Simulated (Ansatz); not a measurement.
C$_{5}$H$_{15}$AlSi, singlet, at a GFN2-xTB geometry (such geometries of metal compounds can be far from the true shape); SC-NEVPT2/STO-3G, CASSCF(6,4) (Ansatz, a quantum-chemistry and plane-wave program).

Ansatz was given this input:
Ansatz 0.2 input:
```yaml
crystal:
  periodic: [false, false, false]
  atoms:
    - {symbol: Si, position_ang: [-1.49507483, 0.60436858, 0.24397819]}
    - {symbol: C, position_ang: [-3.09361787, 0.85617762, -0.76302313]}
    - {symbol: C, position_ang: [-1.37647276, -1.22210882, 0.76749392]}
    - {symbol: C, position_ang: [0.06924968, 1.00307370, -0.77138634]}
    - {symbol: Al, position_ang: [1.58697858, -0.12490824, -0.12028273]}
    - {symbol: C, position_ang: [2.33868690, 0.23777953, 1.68958638]}
    - {symbol: C, position_ang: [2.27579579, -1.59465272, -1.27741417]}
    - {symbol: H, position_ang: [-1.57390770, 1.43612301, 1.46271980]}
    - {symbol: H, position_ang: [-3.10083965, 0.24222302, -1.65918042]}
    - {symbol: H, position_ang: [-3.97071947, 0.59375848, -0.17973560]}
    - {symbol: H, position_ang: [-3.20474720, 1.89040016, -1.07344348]}
    - {symbol: H, position_ang: [-1.46243642, -1.88510304, -0.08867266]}
    - {symbol: H, position_ang: [-0.40345945, -1.40708650, 1.22501972]}
    - {symbol: H, position_ang: [-2.13975396, -1.50743893, 1.48385940]}
    - {symbol: H, position_ang: [0.25729717, 2.07983539, -0.71109569]}
    - {symbol: H, position_ang: [-0.13223707, 0.79409472, -1.82931064]}
    - {symbol: H, position_ang: [1.70710593, 0.93135295, 2.25590639]}
    - {symbol: H, position_ang: [2.43917723, -0.66753300, 2.29831124]}
    - {symbol: H, position_ang: [3.33786905, 0.68511999, 1.65355033]}
    - {symbol: H, position_ang: [1.51010626, -2.33925823, -1.52092011]}
    - {symbol: H, position_ang: [2.65433265, -1.22812269, -2.23810481]}
    - {symbol: H, position_ang: [3.10068841, -2.13733392, -0.80246276]}
basis:
  gaussian:
    orbitals: STO-3G
magnetization: {spin_polarized: false}
correlation: {method: sc_nevpt2, electrons: all, active_space: {window: {electrons: 6, orbitals: 4}}}
```

Problem. Write the output that Ansatz gives for this input, abridged.

Solution. 
```
Functional definition: HF
750 factors; integrals over basis functions are off by at most 6.4e-5 eV
mean field evaluation 1: about -19603.8653 eV, gradient 1.9e1 eV
mean field evaluation 2: about -19604.0832 eV, gradient 1.8e1 eV
mean field evaluation 4: about -19605.5642 eV, gradient 1.3e0 eV
mean field evaluation 8: about -19605.5690 eV, gradient 1.5e-6 eV
mean field -19605.56904281 eV, -720.4913731913 hartree, gradient 7.8e-7 eV, S^2 0.000000; 0 other end points of the search recorded, 0 dependent functions left out
reference -19605.56904281 eV, -720.4913731913 hartree; 36, 36 occupied and 22, 22 virtual orbitals, 750 factors
state -19606.00380143 eV, -720.5073502759 hartree
state -19606.00380143 eV, -720.5073502759 hartree; corrected -19614.95969681 eV, -720.8364733607 hartree
state -19605.93067679 eV, -720.5046629951 hartree
state -19605.93067679 eV, -720.5046629951 hartree; corrected -19614.89923448 eV, -720.8342514110 hartree
state -19606.00380143 eV, -720.5073502759 hartree; corrected -19614.95969681 eV, -720.8364733607 hartree
state -19605.93151124 eV, -720.5046936603 hartree
state -19605.93151124 eV, -720.5046936603 hartree; corrected -19614.98035406 eV, -720.8372325004 hartree
state -19605.93151124 eV, -720.5046936603 hartree; corrected -19614.98035406 eV, -720.8372325004 hartree
state -19606.00176473 eV, -720.5072754284 hartree
state -19606.00176473 eV, -720.5072754284 hartree; corrected -19614.99714861 eV, -720.8378496889 hartree
state -19606.00176473 eV, -720.5072754284 hartree; corrected -19614.99714861 eV, -720.8378496889 hartree
WARN: 1 active orbitals are nearly empty or full. The corrections depend on them more than the energy does, and are more stable in an active space without them
WARN: the results are in doubt because another end's mean lies 0.002 eV lower, and its corrected mean 0.037 eV higher
Total energy: -19614.99714861 eV, -720.8378496889 hartree
In doubt: another end's mean lies 0.002 eV lower, and its corrected mean 0.037 eV higher
```
